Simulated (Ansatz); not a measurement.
F2H4O2Si2 can be A, `O[SiH2]O[SiH](F)F`, or B, `O[SiH](O)[SiH](F)F`.

Calculated with Ansatz (gas phase, PBE0-D4/def2-TZVP geometries, no zero-point term in ΔE). CCSD(T)/CBS is the MP2 limit (def2-TZVPP, def2-QZVPP) plus CCSD(T) − MP2 in def2-TZVPP, frozen cores. Functionals use def2-TZVPP. B3LYP here is the variant with VWN-RPA as its local correlation; programs differ in this. One conformer a species, not always the lowest.

Problem. Which is lower in electronic energy at CCSD(T)/CBS, and by how much? (Estimate.)

Solution. The calculation gave: A, by 40.7 kcal/mol.

Problem. Give E(B) − E(A) in kcal/mol with PBE-D4, CCSD(T)/def2-TZVPP, r2SCAN-D4, HF/def2-TZVPP, B3LYP-D4, CCSD/def2-TZVPP, ωB97M-V. (Estimate.)

Solution. Computed: PBE-D4 33.1, CCSD(T)/def2-TZVPP 41.2, r2SCAN-D4 39.2, HF/def2-TZVPP 46.6, B3LYP-D4 39.1, CCSD/def2-TZVPP 42.0, ωB97M-V 40.7. None reverses the order clearly.

Largest T1 diagnostic: 0.012.

In def2-TZVPP, CCSD(T) changes the Hartree–Fock value by −5.4 kcal/mol (the triples alone add −0.8 kcal/mol) and MP2 by −3.9 kcal/mol. From PBE to PBE0 (25 % exact exchange), in def2-TZVPP and without D4, E(B) − E(A) moves by +3.1 kcal/mol.
